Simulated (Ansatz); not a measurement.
Species: Si₂F₆, charge 0, multiplicity 1. 
Structure (B3LYP-D3(BJ)/def2-TZVP (Ansatz, an electronic-structure program) minimum search):
```
Si
F 1 1.5800
F 1 1.5800 2 108.31
F 1 1.5800 2 108.31 3 -117.27
Si 1 2.3308 2 110.60 3 121.36
F 5 1.5800 1 110.60 2 59.54
F 5 1.5800 6 108.31 1 121.36
F 5 1.5800 6 108.31 7 117.27
```
Charge 0, spin multiplicity 1.

Property: vertical ionisation energy (to the doublet state of charge +1; each state is the SCF solution reached for its spin; the molecule has degenerate orbitals, so one determinant may break the symmetry), in eV. Cores are frozen in the correlated levels unless marked. UHF or UKS for open shells. Spin-orbit coupling is left out. Non-relativistic. 

```json
[
 {"level": "PBE/def2-TZVPD", "program": "Ansatz", "vertical ionisation energy (eV)": "12.16"},
 {"level": "BHLYP/def2-TZVPD", "program": "Ansatz", "vertical ionisation energy (eV)": "13.25"},
 {"level": "wB97M-V/def2-TZVPD", "program": "Ansatz", "vertical ionisation energy (eV)": "12.95"},
 {"level": "wB97X-V/def2-TZVPD", "program": "Ansatz", "vertical ionisation energy (eV)": "12.96"},
 {"level": "MP2/aug-cc-pV(D+d)Z", "program": "Ansatz", "vertical ionisation energy (eV)": "12.95"},
 {"level": "SCS-MP2/aug-cc-pV(D+d)Z", "program": "Ansatz", "vertical ionisation energy (eV)": "13.03"}
]
```
